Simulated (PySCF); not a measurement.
Cl2HMoNS, SMILES [NH]=[Mo](=[S])([Cl])[Cl], multiplicity 1.

The structure is a stationary point at B3LYP-D3(BJ)/def2-SVP. The multiplicity is an assumed one; no other spin state was optimised. The structure was generated by enumeration; whether it is a known compound was not checked. The def2 effective core potentials stand for the cores of Mo; spin–orbit coupling is left out.

Two levels are set side by side: PBE/def2-TZVP (PySCF) and B3LYP/def2-TZVP (PySCF). Same geometry, gas phase. Differences are taken from unrounded values.

```
quantity                     B3LYP
---------------------------  -----
orbital gap (eV)              4.02
highest occupied level (eV)  -7.78
lowest empty level (eV)      -3.76
dipole moment (D)             2.04
mean polarisability (bohr³)   93.8
```

### Question
What does PBE give, and how far is it from B3LYP? (Estimate from the structure and the level; the computed values follow.)

### Answer

```tsv
quantity	PBE	PBE minus B3LYP
orbital gap (eV)	2.60	-1.42
highest occupied level (eV)	-6.83	0.95
lowest empty level (eV)	-4.23	-0.47
dipole moment (D)	1.93	-0.11
mean polarisability (bohr³)	95.3	1.5
```

PBE's occupied levels lie high since its potential decays too fast outside the molecule; exact exchange lowers them and widens the gap. Differences between two approximate levels are no errors against the true value.

Rough cost on one machine, each run with all the roots and properties that it gave: B3LYP against PBE within a factor of 2.
